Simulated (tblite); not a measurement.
Compound: C₄H₆ClFSi (charge +1 and doublet state).
Z-matrix (Å and degrees, GFN2-xTB geometry), rows numbered from 1:
```
F 
C   1  1.3123
C   2  1.4488  1  120.03
Si  3  1.9637  2  101.65  1   149.33
C   4  1.9450  3   88.21  2    30.03
C   2  1.3908  1  120.63  3   173.61
Cl  6  1.6841  2  121.89  1     2.73
H   3  1.0935  2  111.72  1   -99.96
H   3  1.0889  2  111.34  1    19.00
H   4  1.4553  3  110.66  2   143.68
H   4  1.4596  3  109.31  2   -81.64
H   5  1.0884  4  118.44  3  -153.63
H   5  1.0947  4  107.81  3    86.82
```

Level: GFN2-xTB in tblite, geometry and Hessian alike; calculated harmonic values, unscaled, isolated species. This tight-binding method is rough: wavenumbers can miss measured ones by several per cent, in bad cases by 10 to 20. Modes of hydrogen on silicon can be 10 to 20 % off. One conformer, not necessarily the lowest. Open shells enter through the occupations alone, without spin polarisation, and single modes of such species can be off by tens of per cent.

Harmonic wavenumbers (cm⁻¹): 93.0, 114.3, 199.5, 291.1, 333.8, 365.3, 449.9, 473.4, 501.3, 525.3, 571.2, 625.7, 664.7, 693.2, 705.5, 716.4, 734.8, 939.6, 985.0, 1030.3, 1108.2, 1137.7, 1197.3, 1308.7, 1366.4, 1375.9, 1459.1, 2301.8, 2348.7, 2921.7, 2927.2, 3024.2, 3025.8.

A = 2822, B = 1383, C = 976.2 MHz; mass 135.991 u (most abundant isotopes); point group C1, symmetry number 1; spin multiplicity 2.

Problem. Zero-point energy?

Solution. ½Σν̃ = 18258 cm⁻¹ = 52.20 kcal/mol.

Problem. Give the ideal-gas entropy at 298.15 K and 1 bar in the rigid-rotor, harmonic-oscillator model (classical rotation).

Solution. Translation 40.66, rotation 28.82, vibration 18.48, spin (R ln 2) 1.38: S = 89.3 cal/(mol K).

Problem. And Cp and H(298.15 K) − H(0)?

Solution. Cp = 32.21 cal/(mol K), of which vibrations give 24.27 (their classical limit is 33 R = 65.6); H(298.15 K) − H(0) = 5.64 kcal/mol without the zero-point energy, 3.27 from vibrations.

Problem. Blend soft modes into free rotors: weight 1/[1 + (100 cm⁻¹/ν̃)⁴] for the oscillator and the rest for a rotor with moment μB/(μ + B), μ = h/(8π²ν), B = 10⁻⁴⁴ kg m². What vibrational entropy results?

Solution. 17.94 cal/(mol K) in place of 18.48, which changes −T·S at 298.15 K by +0.16 kcal/mol.

Problem. How do the functions run with temperature in this model?

Solution. 
```
T (K)  S (cal/(mol K))  Cp (cal/(mol K))  H − H(0) (kcal/mol)  G − H(0) (kcal/mol)  ln q(vib)
  100             65.8              14.0                 1.03                -5.54       0.61
  200             78.3              23.4                 2.89               -12.77       2.06
  300             89.5              32.4                 5.70               -21.17       3.82
  500            109.3              44.9                13.54               -41.11       7.65
  800            132.9              55.4                28.75               -77.60      13.20
 1000            145.8              59.6                40.27              -105.50      16.59
```

q(vib) and H(0) count from the zero-point level.

Problem. What must be added to the electronic energy to get the Gibbs energy at 298.15 K and 1 bar?

Solution. ZPE + [H(298.15 K) − H(0)] − T·S = 52.20 + 5.64 − 26.64 = 31.20 kcal/mol.

Problem. Which modes carry the vibrational entropy at 298.15 K?

Solution. 93.0 cm⁻¹: 3.60; 114.3 cm⁻¹: 3.19; 199.5 cm⁻¹: 2.14; 291.1 cm⁻¹: 1.47; 333.8 cm⁻¹: 1.24; 365.3 cm⁻¹: 1.10 cal/(mol K); the other 27 give 5.74 together.

Hindered rotation and anharmonicity are outside this model. Other conformers, if any are populated, would add a mixing term that is left out. The structure is chiral; the term R ln 2 for an equal mix with its mirror image is left out.
